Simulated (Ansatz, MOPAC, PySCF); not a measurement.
Lewis adduct: AlH3 (SMILES [AlH3]) (first 4 atoms) with CHN (SMILES C#N); geometry from B3LYP-D3(BJ)/def2-TZVP, rigid monomers moved along the line of their centres of mass till Al1···N6 is 2.37 Å.
(charge 0, multiplicity 1):
```xyz
7

Al    -0.16157     0.36406     0.26280
H      1.25365     0.82434    -0.29958
H     -1.23650     1.48888     0.59490
H     -0.69082    -1.08215    -0.13618
C      0.82861    -0.35666     3.55497
N      0.50677    -0.12418     2.48619
H      1.13011    -0.57410     4.55597
```

Counterpoise-corrected where a basis set is named; no monomer relaxation.

Frozen-core correlation. CBS: X⁻³ extrapolation of the correlation energy, Hartree–Fock from the larger set. The state that PM7 reach isn't checked; PM7 holds dispersion and hydrogen-bond terms.

Programs: Ansatz (a first-principles code) with Gaussian orbitals; MOPAC for PM7 (differences of heats of formation); PySCF for the dispersion terms. 

Question: Give the interaction energy at the level r2SCAN-D3(BJ)/def2-TZVPPD.

Answer: -19.0 kcal/mol

Question: Predict the interaction energy from CCSD(T)/CBS(aug-cc-pV(D+d)Z, aug-cc-pV(T+d)Z).

Answer: -18.1 kcal/mol

Question: What is the computed interaction energy (PM7)?

Answer: -13.3 kcal/mol
